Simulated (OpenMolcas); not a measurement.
# Au3+: moving or changing the point charges

Au3+ among 3 point charges of -2 e arranged as a planar triangle (D3h), 1.93 Å from the ion.

```
Program             : OpenMolcas
Method              : SS-CASPT2, IPEA 0.25 Eh, imaginary shift 0.1 Eh (closed shells correlated: 4f 5s 5p)
Basis               : ANO-RCC-VTZP [8s7p5d3f1g]
Scalar Hamiltonian  : DKH2, point nucleus
Active space        : 8 electrons in 5 orbitals (5d)
State averaging     : 2S+1 = 3 even, 10 roots; 2S+1 = 1 even, 15 roots
Spin-orbit coupling : RASSI with atomic mean-field integrals over the reference wave functions
```

Runs around this geometry, states (labels of D3, the rotations of D3h). Energies in cm-1 above the lowest state or level, χT in cm3 K/mol.

```csv
R (Å),q (e),Ground state,First state of that spin,First gap with spin-orbit (degeneracies),χT at 300 K,First state of another spin
1.93,-1.6,3A2,3A1 1890,"97 (2, 1)",2.504,1E 8720
1.79,-2,3A2,3A1 6760,"3480 (1, 2)",0.212,1E 8130
1.93,-2,3A2,3A1 3900,"1360 (1, 2)",0.338,1E 8410
2.06,-2,3A2,3A1 2030,"6 (2, 1)",2.259,1E 8720
```

Taking the first state of the same spin as R^-n, n = -ln(2030 / 6760) / ln(2.06 / 1.79) = 8.6 between the shortest and longest distance.

Scaling the charges by -1.6 / -2 = 0.80 scales the first state of the same spin by 1890 / 3900 = 0.48; with fixed orbitals a first-order splitting would follow the charge.

Roots that are degenerate in the reference are averaged as groups; the widest CASPT2 spread within a group is 83 cm-1 (the 2-fold group of multiplicity 3 near 5730 cm-1 above the lowest state of its run, R = 2.06, q = -2). Shifts and gaps below about the spread of the groups concerned are not significant. Real 4d8 and 5d8 ions are as a rule square planar and diamagnetic. Free-ion shares, where given, are those of the reference states; single-state CASPT2 does not remix them. Spin-orbit coupling mixes the spin-free states strongly: the lowest level takes only 45 % from its leading state, 3A1, which lies 1891 cm-1 above the lowest spin-free state (figures for R = 1.93, q = -1.6; the like holds for R = 2.06, q = -2). This is an electrostatic model: the charges have no orbitals. No measured value stands beside these numbers.
